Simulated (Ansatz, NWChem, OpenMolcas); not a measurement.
## A ladder of methods for CBrClF2 (SMILES FC(F)(Cl)Br)

CBrClF2: 5 atoms, total charge 0, spin state singlet. As SMILES, `FC(F)(Cl)Br`. The coordinates come from a PBE0-D4/def2-TZVP relaxation.

Each level gives the vertical energy of the triplet above the singlet (eV). The values are calculated.

```json
{"level": "SVWN5/cc-pVDZ", "kind": "LDA", "program": "Ansatz", "value (eV)": "5.36", "less CCSD(T)/cc-pVDZ": "-0.34", "CPU time (all runs)": "20 s"}
{"level": "BLYP/cc-pVDZ", "kind": "GGA", "program": "OpenMolcas", "value (eV)": "5.21", "less CCSD(T)/cc-pVDZ": "-0.49", "CPU time (all runs)": "73 s"}
{"level": "TPSS/cc-pVDZ", "kind": "meta-GGA", "program": "OpenMolcas", "value (eV)": "5.24", "less CCSD(T)/cc-pVDZ": "-0.46", "CPU time (all runs)": "1.9 min"}
{"level": "BHLYP/cc-pVDZ", "kind": "global hybrid", "program": "NWChem", "value (eV)": "5.42", "less CCSD(T)/cc-pVDZ": "-0.28", "CPU time (all runs)": "5.3 min"}
{"level": "HSE06/cc-pVDZ", "kind": "range-separated hybrid", "program": "Ansatz", "value (eV)": "5.39", "less CCSD(T)/cc-pVDZ": "-0.31", "CPU time (all runs)": "54 s"}
{"level": "RPA@PBE/cc-pVDZ", "kind": "RPA", "program": "Ansatz", "value (eV)": "5.48", "less CCSD(T)/cc-pVDZ": "-0.22", "CPU time (all runs)": "55 s"}
{"level": "MP2/cc-pVDZ", "kind": "perturbation theory", "program": "Ansatz", "value (eV)": "5.85", "less CCSD(T)/cc-pVDZ": "+0.15", "CPU time (all runs)": "24 s"}
{"level": "CCSD(T)/cc-pVDZ", "kind": "coupled cluster or CI", "program": "Ansatz", "value (eV)": "5.70", "less CCSD(T)/cc-pVDZ": "0.00", "CPU time (all runs)": "3.3 min"}
{"level": "CCSD/cc-pVDZ", "kind": "coupled cluster or CI", "program": "Ansatz", "value (eV)": "5.66", "less CCSD(T)/cc-pVDZ": "-0.04", "CPU time (all runs)": "2.6 min"}
```

CCSD(T)/cc-pVDZ is the highest level here, not the true value. All-electron rows without a relativistic Hamiltonian named are non-relativistic. Spin-orbit coupling, which can split open shells on such heavy atoms by tenths of an eV, is left out. The values span 5.21 to 5.85 eV. A triplet this far above the singlet is often a Rydberg-like or dissociative state; sets without diffuse functions put Rydberg states too high. In the correlated wave-function rows the outer d shell of Br is correlated, in sets not made for it. CPU times are rough (shared hosts, several kinds of processor): they show what a rung costs within a factor of a few.
